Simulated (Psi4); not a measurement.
Two rigid molecules brought together: H2 ··· H2Se (SMILES [H][H] and [SeH2]). Monomers: optimised at B3LYP-D3(BJ) (def2-TZVP), held rigid. Orientation: a random orientation, not optimised. The monomers approach along the line of their centres of mass (distance R); nothing else relaxes.

Geometry at R = 3.33 Å (first 2 atoms: monomer A):
```
5

H      0.3719     0.0000     0.0000
H     -0.3719     0.0000     0.0000
Se     0.7190     0.4259    -3.2375
H      1.3614    -0.3006    -2.1321
H      0.0106    -0.7886    -3.6679
```

Methods: SAPT0/jun-cc-pVDZ, frozen core (Psi4); PBE/def2-TZVP, counterpoise-corrected (Psi4); MP2/aug-cc-pVTZ = DF-MP2/aug-cc-pVTZ, frozen core, counterpoise-corrected in Psi4; wB97X-V/def2-TZVP, counterpoise-corrected (Psi4); CCSD(T)/aug-cc-pVDZ = DF-CCSD(T)/aug-cc-pVDZ, frozen core, counterpoise-corrected (Psi4).

Cost and agreement with CCSD(T)/aug-cc-pVDZ over the 12 points of the scan, with CCSD(T)/aug-cc-pVDZ as yardstick. Costs are rough ratios of core time within Psi4 on shared cores, each with its mean field (Kohn-Sham runs search longer for lower solutions than correlated ones do); the miss is the largest difference from CCSD(T) of the interaction energy, in kcal/mol.

### Question
Which is the cheapest of these levels that stays within 0.78 kcal/mol of CCSD(T)/aug-cc-pVDZ?

### Answer
SAPT0/jun-cc-pVDZ.

```json
[
 {"level": "SAPT0/jun-cc-pVDZ", "relative cost": "1", "largest difference": "0.29"},
 {"level": "PBE/def2-TZVP", "relative cost": "2", "largest difference": "1.00"},
 {"level": "MP2/aug-cc-pVTZ", "relative cost": "3", "largest difference": "0.74"},
 {"level": "wB97X-V/def2-TZVP", "relative cost": "20", "largest difference": "0.82"}
]
```

Costs within a factor of two of each other count as equal.
